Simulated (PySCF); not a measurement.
Gas-phase reaction: H2BNH2 + 2 BH + N2 = borazine

Computed with PySCF (xtb for GFN2) and rigid-rotor harmonic-oscillator thermochemistry at 1 bar. † marks an energy on the PBE0/def2-TZVP geometry and frequencies; other levels use their own. CCSD(T) freezes the core. 6-31G* has spherical d functions here. All species are closed-shell singlets. B3LYP is the form with VWN-RPA correlation. H2BNH2: computed as isolated molecules; such fragments, hydroxides, amides, oligomers or adducts are transient or little studied in the gas. CCSD(T) isn't extrapolated to the basis-set limit. The harmonic model lacks anharmonicity and excited electronic states, which grow with temperature; levels with a mode under 35 cm⁻¹ are left out.

```tsv
level	ΔE electronic, kJ	ΔH°(298 K), kJ	ΔS°(298 K), J/K	ΔG°(2500 K), kJ
B3LYP/6-31G*	-1399	-1343	-477	-158
CCSD(T)/def2-SVP†	-1334	-1278	-476	-96
GFN2-xTB	-1619	-1573	-472	-412
HF/6-31G*	-1265	-1207	-478	-13
PBE/def2-TZVP†	-1425	-1369	-476	-188
PBE0/def2-SVP†	-1510	-1454	-476	-272
r2SCAN/def2-TZVP†	-1464	-1408	-476	-226
LDA/def2-TZVP†	-1646	-1590	-476	-408
ωB97M-V/def2-TZVP†	-1385	-1329	-476	-147
ωB97X-V/def2-TZVP†	-1391	-1335	-476	-153
```
ΔH° is lowest at LDA/def2-TZVP† and highest at HF/6-31G*. No reference value is set beside these.
